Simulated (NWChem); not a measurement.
System meant: CH6AlNO; SMILES C[O][AlH][NH2]

Here is an NWChem input.

```
start job
memory heap 200 mb stack 900 mb global 1100 mb
geometry units angstroms noautosym nocenter noautoz
  Al    -0.785723     0.638108     0.000399
  H     -2.248525     1.246922    -0.012230
  O     -0.643169    -1.069864    -0.026148
  C      0.356229    -2.045109    -0.026796
  H      1.392036    -1.626668    -0.004241
  H      0.256340    -2.717735     0.856633
  H      0.283563    -2.688611    -0.934257
  N      0.650886     1.693374     0.040580
  H      0.602458     2.714645     0.057598
  H      1.628368     1.394678     0.049578
end
basis spherical
  * library def2-svp
end
dft
  xc m06-l
  iterations 150
end
property
  shielding 9 1 2 3 4 5 6 8 9 10
end
task dft property
```

End of the output:

```
 Vector   23  Occ=0.000000D+00  E= 6.594222D-02
              MO Center= -3.0D-01,  6.6D-01,  8.1D-03, r^2= 6.3D+00
   Bfn.  Coefficient  Atom+Function         Bfn.  Coefficient  Atom+Function
  ----- ------------  ---------------      ----- ------------  ---------------
    12      0.849037   1 Al py               69     -0.812000   8 N  s
    87      0.604552  10 H  s                26      0.529658   3 O  s
    53      0.387292   5 H  s                11      0.243798   1 Al px
     4     -0.230468   1 Al s                82      0.212303   9 H  s
     3     -0.186638   1 Al s                73     -0.178144   8 N  px

 center of mass
 --------------
 x =  -0.40725795 y =  -0.06080265 z =  -0.00371750

 moments of inertia (a.u.)
 ------------------
         534.152549409285          -3.601784594095          -2.058571023015
          -3.601784594095         139.792113089740          -8.832942848444
          -2.058571023015          -8.832942848444         662.034852184869

     Multipole analysis of the density
     ---------------------------------

     L   x y z        total         alpha         beta         nuclear
     -   - - -        -----         -----         ----         -------
     0   0 0 0     -0.000000    -20.000000    -20.000000     40.000000

     1   1 0 0      0.756375      6.757841      6.757841    -12.759307
     1   0 1 0      0.274027      2.364351      2.364351     -4.454676
     1   0 0 1      0.016193      0.072000      0.072000     -0.127806

     2   2 0 0    -24.571008    -57.309959    -57.309959     90.048911
     2   1 1 0     -0.004918      0.514512      0.514512     -1.033943
     2   1 0 1     -0.031598     -0.640340     -0.640340      1.249082
     2   0 2 0    -21.424353   -167.388461   -167.388461    313.352569
     2   0 1 1      0.020074     -2.557267     -2.557267      5.134609
     2   0 0 2    -22.537382    -14.186084    -14.186084      5.834785

          -----------------------------------------
          Chemical Shielding Tensors (GIAO, in ppm)
          -----------------------------------------

 ------------------------------------------------------------------------
  xm06: d2 not coded                    0
 ------------------------------------------------------------------------
 ------------------------------------------------------------------------
  current input line :
    25: task dft property
 ------------------------------------------------------------------------
 ------------------------------------------------------------------------
 This error has not yet been assigned to a category
 ------------------------------------------------------------------------
 For more information see the NWChem manual at https://nwchemgit.github.io

0: xm06: d2 not coded:Received an Error in Communication
```

Problem. What is wrong, and how is it mended?

Solution. The program stopped with an error. Cause: this functional's second derivatives, which shieldings need, aren't coded here; the fix takes a hybrid GGA instead. This input runs:
```
start job
memory heap 200 mb stack 900 mb global 1100 mb
geometry units angstroms noautosym nocenter noautoz
  Al    -0.785723     0.638108     0.000399
  H     -2.248525     1.246922    -0.012230
  O     -0.643169    -1.069864    -0.026148
  C      0.356229    -2.045109    -0.026796
  H      1.392036    -1.626668    -0.004241
  H      0.256340    -2.717735     0.856633
  H      0.283563    -2.688611    -0.934257
  N      0.650886     1.693374     0.040580
  H      0.602458     2.714645     0.057598
  H      1.628368     1.394678     0.049578
end
basis spherical
  * library def2-svp
end
dft
  xc pbe0
  iterations 150
end
property
  shielding 9 1 2 3 4 5 6 8 9 10
end
task dft property
```
It converges to -413.67164 Ha (PBE0/def2-SVP, GIAO).
